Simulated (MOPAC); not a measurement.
A run for MOPAC: PM6 on H4Sn (SMILES [SnH4]), a point of a bond scan (R = 1.538 Å).

```
PM6 1SCF PRECISE CHARGE=0 THREADS=1
H4Sn

Sn    -0.00000000 1    -0.00000000 1    -0.00000000 1
H      1.17149150 1     0.62995411 1    -0.77149691 1
H      0.60242146 1    -0.85906066 1     1.34839436 1
H     -1.05716935 1     1.23097093 1     0.53494647 1
H     -0.84690933 1    -1.07185928 1    -1.02612204 1
```

The log:

```
*******************************************************************************
 **                                                                           **
 **                              MOPAC v23.2.5                                **
 **                                                                           **
 *******************************************************************************
 ** MOPAC's Digital Object Identifier: https://doi.org/10.5281/zenodo.6511958 **
 **                                                                           **
 ** Please cite the open-source release paper for use of this MOPAC version:  **
 ** J. E. Moussa and J. J. P. Stewart (2026)                                  **
 ** MOPAC: An open-source semiempirical molecular orbital program             **
 ** J. Open Source Softw., 11(119), 8025, https://doi.org/10.21105/joss.08025 **
 *******************************************************************************

                              PM6 CALCULATION RESULTS

 *******************************************************************************
 *  PM6        - The PM6 Hamiltonian to be used
 *
 *
 *
 *                 CHARGE ON SYSTEM = 0
 *
 *
 *
 *  PRECISE    - TIGHTER CRITERIA TO BE USED
 *  1SCF       - DO 1 SCF AND THEN STOP
 *  THREADS=1  - MULTI-THREADING NOT USED
 *  T=         - A TIME OF 172800.0 SECONDS REQUESTED
 *  DUMP=N     - RESTART FILE WRITTEN EVERY 7200.0 SECONDS REQUESTED
 *******************************************************************************
PM6 1SCF PRECISE CHARGE=0 THREADS=1
 H4Sn

   ATOM   CHEMICAL          X               Y               Z
  NUMBER   SYMBOL      (ANGSTROMS)     (ANGSTROMS)     (ANGSTROMS)

     1      Sn         -0.00000000  *  -0.00000000  *  -0.00000000  *
     2       H          1.17149150  *   0.62995411  *  -0.77149691  *
     3       H          0.60242146  *  -0.85906066  *   1.34839436  *
     4       H         -1.05716935  *   1.23097093  *   0.53494647  *
     5       H         -0.84690933  *  -1.07185928  *  -1.02612204  *



          CARTESIAN COORDINATES

    NO.       ATOM           X           Y           Z

     1        Sn         -0.0000     -0.0000     -0.0000
     2         H          1.1715      0.6300     -0.7715
     3         H          0.6024     -0.8591      1.3484
     4         H         -1.0572      1.2310      0.5349
     5         H         -0.8469     -1.0719     -1.0261

 General Reference for PM6:
 "Optimization of Parameters for Semiempirical Methods V: Modification of NDDO Approximations
 and Application to 70 Elements", J. J. P. Stewart, J. Mol. Mod., 13, 1173-1213 (2007)
 URL: https://link.springer.com/article/10.1007/s00894-007-0233-4

           Empirical Formula: H4 Sn  =     5 atoms



      MOLECULAR POINT GROUP   :   C3v


      RHF CALCULATION, NO. OF DOUBLY OCCUPIED LEVELS = 4


 -------------------------------------------------------------------------------
 PM6 1SCF PRECISE CHARGE=0 THREADS=1
 H4Sn



     1SCF WAS SPECIFIED, SO BFGS WAS NOT USED
     SCF FIELD WAS ACHIEVED


                              PM6 CALCULATION
                                                       MOPAC v23.2.5 Linux




          FINAL HEAT OF FORMATION =         52.09719 KCAL/MOL =     217.97466 KJ/MOL


          COSMO AREA              =         85.85 SQUARE ANGSTROMS
          COSMO VOLUME            =         72.72 CUBIC ANGSTROMS

          IONIZATION POTENTIAL    =         11.266957 EV
          HOMO LUMO ENERGIES (EV) =        -11.267  2.423
          NO. OF FILLED LEVELS    =          4
          MOLECULAR WEIGHT        =        122.7216         POINT GROUP:  C3v

          MOLECULAR DIMENSIONS (Angstroms)

            Atom       Atom       Distance
            H     4    H     3     2.79001
            H     5    H     2     2.65235
            H     2    H     3     1.91959


          SCF CALCULATIONS        =          1





   ATOM   CHEMICAL          X               Y               Z
  NUMBER   SYMBOL      (ANGSTROMS)     (ANGSTROMS)     (ANGSTROMS)

     1      Sn         -0.00000000  *  -0.00000000  *  -0.00000000  *
     2       H          1.17149150  *   0.62995411  *  -0.77149691  *
     3       H          0.60242146  *  -0.85906066  *   1.34839436  *
     4       H         -1.05716935  *   1.23097093  *   0.53494647  *
     5       H         -0.84690933  *  -1.07185928  *  -1.02612204  *

                             CARTESIAN COORDINATES

   1   Sn       -0.000000000    -0.000000000    -0.000000000
   2    H        1.171491500     0.629954110    -0.771496910
   3    H        0.602421460    -0.859060660     1.348394360
   4    H       -1.057169350     1.230970930     0.534946470
   5    H       -0.846909330    -1.071859280    -1.026122040


           Empirical Formula: H4 Sn  =     5 atoms



      MOLECULAR POINT GROUP   :   C3v


                  EIGENVALUES
 -18.75473 -11.74727 -11.26696 -11.26696   2.42302   3.90459   3.90459   4.36636


              NET ATOMIC CHARGES AND DIPOLE CONTRIBUTIONS

  ATOM NO.   TYPE          CHARGE      No. of ELECS.   s-Pop       p-Pop
    1         Sn           0.015689        3.9843     1.33652     2.64779
    2          H          -0.012930        1.0129     1.01293
    3          H          -0.000920        1.0009     1.00092
    4          H          -0.000920        1.0009     1.00092
    5          H          -0.000920        1.0009     1.00092
 DIPOLE           X         Y         Z       TOTAL
 POINT-CHG.    -0.067    -0.036     0.044     0.088
 HYBRID         0.094     0.051    -0.062     0.124
 SUM            0.027     0.015    -0.018     0.036


          ATOMIC ORBITAL ELECTRON POPULATIONS

     Atom    s        px        py        pz
    1 Sn   1.33652   0.88240   0.88273   0.88266
    2  H   1.01293
    3  H   1.00092
    4  H   1.00092
    5  H   1.00092

 **********************
 *                    *
 * JOB ENDED NORMALLY *
 *                    *
 **********************




 == MOPAC DONE ==
```

The run finished.

Cost: roughly 0.03 core-seconds.
